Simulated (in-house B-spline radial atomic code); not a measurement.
The numbers below are computed, except where a source is named.
# Building a PAW s channel for V, r_c = 2.57 bohr

V, [Ar] 3d3 4s2, non-relativistic PBE, spherical and spin-unpolarised, from an all-electron radial atomic-structure program (B-spline basis) (atomic units; all potentials screened as in the neutral atom).

Two all-electron partial waves φ1, φ2 are integrated outwards at E1 = ε(4s) = -0.170791 and E2 = E1 + 1.5 hartree; φ1 is the bound orbital and φ2 has unit norm inside r_c = 2.5739 bohr. Smooth partners are polynomials, r^1(a0 + a1 r² + a2 r⁴ + a3 r⁶), matched to φ and three derivatives at r_c, with no condition on the norm. The local potential is -3.30608 + (1.20122) r² + (-0.18277) r⁴ + (0.0100662) r⁶ inside 2.1339 bohr and the all-electron one outside.

```tsv
wave	φ(r_c)	φ'(r_c)	a0	a1	a2	a3
1	0.5903476	0.06555718	0.1517648	0.05234939	-0.00863382	0.0003773467
2	0.2084676	2.093482	-1.773238	0.3856703	-0.01261403	-0.0005061838
```

Inside r_c the overlaps are <φi φj> = [[0.28426, -0.40741], [-0.40741, 1.00000]] and, for the smooth waves, [[0.31302, -0.66714], [-0.66714, 2.83173]]. With χj = (Ej − T − V_local) applied to smooth wave j, the program's quadrature gives the matrix B_ij = <smooth i, χj> as [[0.18153, -1.25966], [-0.87007, 6.61153]].

(1) Check the match of the first wave, and find the augmentation charges q_ij.

(2) B isn't symmetric. Show that D_ij = B_ij + Ej q_ij is.

Solving (T + V_local + Σ p D p) ψ = E (1 + Σ p q p) ψ in a sphere of 9 bohr, whose wall lifts the free-atom level a little, gives these levels:

| all-electron | one projector | two projectors |
| --- | --- | --- |
| -0.169760 | -0.169760 | -24.107300 |
| 0.104486 | 0.098678 | -0.169760 |
| 0.465521 | 0.257945 | 0.104452 |
| 0.983629 | 0.500199 | 0.465386 |
| 1.649810 | 1.021980 | 0.983546 |

(3) What does the second projector gain?

## Answers

(1) At r_c the four terms are 0.39063, 0.89266, -0.97535, 0.28241, which sum to 0.5903, φ1(r_c) to rounding. q_ij is the all-electron overlap less the smooth one: [[-0.02876, 0.25973], [0.25973, -1.83173]]. The smooth first wave has a norm of 0.3130 inside r_c against 0.2843, so q11 is negative and must stay small enough for the overlap operator to be positive.

(2) Integrating by parts gives B12 − B21 = (E1 − E2) q12: -1.25966 − (-0.87007) = -0.38959, and −1.5 × (0.25973) = -0.38960. So D12 = -1.25966 + (1.329209)(0.25973) = -0.91442 and D21 = -0.87007 + (-0.170791)(0.25973) = -0.91443; D11 = 0.18644, D22 = 4.17678. The projectors, p = (B⁻¹)ᵀ χ, are dual to the smooth waves; det B = 0.1.

(3) With one projector the errors are 0.00, -5.81 millihartree, and the level at 0.2579 is out of step with the all-electron series: an extra state, or one far too low, so the pairing ends there; skipping it, the next levels are off by +34.7, +38.4 millihartree. With two a ghost lies below the reference level, so the set fails. The lowest eigenvalue of the overlap operator is 0.759 with one and 0.005532 with two projectors. The smooth orbital alone needs a cutoff of 2.42 hartree for 1 millihartree of kinetic energy, against 3.28 for a norm-conserving Troullier-Martins orbital of the same radius, which is no gain while the set fails.
